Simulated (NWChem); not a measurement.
System: CdH2S; SMILES [CdH][SH]

NWChem input:

```
start job
memory heap 200 mb stack 900 mb global 1100 mb
geometry units angstroms noautoz
  Cd     0.399596    -0.372253     0.000000
  H      0.660627    -2.020642     0.000000
  S      0.068026     1.973579     0.000000
  H     -1.290018     1.843513     0.000000
end
basis spherical
  Cd library def2-svp
  H library def2-svp
  S library def2-svp
end
ecp
  Cd library def2-ecp
end
dft
  xc pbe0
  iterations 150
end
tddft
  nroots 8
end
task tddft energy
```

Coordinates come from a PBE-D3(BJ)/def2-SVP optimisation. def2 effective core potentials on Cd; no spin-orbit coupling.

Vertical excitations in the gas phase.

**Question.** What results follow from this input? (PBE0/def2-SVP with def2 effective core potentials on Cd, full TDDFT.) Quantities: lowest excitation, singlet (eV); oscillator strength of that lowest state; lowest state with f > 0.02, singlet (eV); oscillator strength of that bright state; lowest triplet (eV); orbital gap (eV).

**Answer.** 
| Item | Value |
|---|---|
| lowest excitation, singlet (eV) | 4.88 |
| oscillator strength of that lowest state | 0.006 |
| lowest state with f > 0.02, singlet (eV) | 5.12 |
| oscillator strength of that bright state | 0.027 |
| lowest triplet (eV) | 4.60 |
| orbital gap (eV) | 6.12 |
